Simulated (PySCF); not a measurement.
A small calculation by hand: chemical shift, span and skew from a shielding tensor

borazine (B3H6N3), SMILES B1NBNBN1. Atoms are numbered in the order given.

```xyz
12

B      1.4488     0.0000     0.0000
N      0.7046     1.2204     0.0000
B     -0.7244     1.2547     0.0000
N     -1.4092     0.0000     0.0000
B     -0.7244    -1.2547     0.0000
N      0.7046    -1.2204     0.0000
H      2.6559     0.0000     0.0000
H      1.2111     2.0977     0.0000
H     -1.3280     2.3001     0.0000
H     -2.4222     0.0000     0.0000
H     -1.3280    -2.3001     0.0000
H      1.2111    -2.0977     0.0000
```

Coordinates come from a B3LYP-D3(BJ)/def2-SVP optimisation.

GIAO shieldings from KT2/pcSseg-1 run with PySCF, non-relativistic, no solvent. The symmetric part of the tensor of N2 has the principal values -26.6, 153.1, 224.8 ppm. The same nucleus in NH3 has σ = 266.2 ppm at this level (PySCF, at its B3LYP-D3(BJ)/def2-TZVP geometry).

Q: Work out the isotropic shielding, the ¹⁵N shift against NH3, the span and the skew.

A: 
σ(iso) = (σ11 + σ22 + σ33)/3 = 117.1 ppm. δ = σ(ref) − σ(iso) = 266.2 − (117.1) = 149.1 ppm.
Span Ω = σ33 − σ11 = 251.4 ppm. Skew κ = 3(σ(iso) − σ22)/Ω = -0.43. Tumbling in solution averages the tensor to δ; in a static solid the shielding alone would spread this spin-1/2 line over Ω.
